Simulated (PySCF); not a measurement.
## Core-level binding energies of SiMe4

Species: SiMe4, C4H12Si.
Z-matrix (Å and degrees, PBE0-D3(BJ)/def2-SVP geometry), rows numbered from 1:
```
Si
C   1  1.8843
H   2  1.1016  1  111.18
H   2  1.1017  1  111.23  3  -120.03
H   2  1.1018  1  111.10  3   120.04
C   1  1.8842  2  109.40  3   -61.60
H   6  1.1018  1  111.13  2  -179.98
H   6  1.1017  1  111.22  2    59.95
H   6  1.1018  1  111.09  2   -60.09
C   1  1.8846  2  109.50  3   178.50
H  10  1.1017  1  111.16  2   179.19
H  10  1.1018  1  111.13  2    59.17
H  10  1.1018  1  111.14  2   -60.80
C   1  1.8843  2  109.58  3    58.39
H  14  1.1018  1  111.16  2    60.25
H  14  1.1017  1  111.17  2   -59.73
H  14  1.1018  1  111.15  2  -179.82
```

Method used: delta-SCF UKS SCAN, pcX-2 on the ionised atom, pcseg-1 elsewhere, spin-free X2C (PySCF). These are vertical core ionisation energies against the vacuum level, from separate self-consistent calculations with and without the core hole.

Q: Give the core binding energies atom by atom.

A: 
```csv
atom(s),bonded to,level,binding energy (eV),2p1/2 (eV),count
Si1,4 C,Si 1s,1845.55,–,1
C2/C6/C10/C14,3 H and Si,C 1s,289.79,–,4
Si1,4 C,Si 2p3/2,105.73,106.36,1
```

Q: Express the binding energy of Si 1s of Si1 in atomic units and per mole.

A: 1845.55 eV = 67.8227 Eh = 178069 kJ/mol.

Q: Which photon energy gives electrons from Si 1s of Si1 a kinetic energy of 100 eV, and what is their de Broglie wavelength?

A: hν = 1845.55 + 100 = 1945.55 eV, recoil neglected; λ = 12.264 Å/√(E/eV) = 1.23 Å.

Atoms equivalent by their bonding share one computed value, that of the first of them. 2p3/2 and 2p1/2 are the ΔSCF energy of one spin-free 2p hole plus the eigenvalues of a spin–orbit and ligand-field matrix of the shell. 2p1/2 minus 2p3/2 (ligand field included): Si 0.62 eV. Isolated species at its PBE0-D3(BJ)/def2-SVP geometry, gas phase.

Hardware: one thread of an Arm Neoverse V1, shared host with 32 logical CPUs at a one-minute load of 25. Cost: 29 s of wall time, 0.58 GiB resident at most.
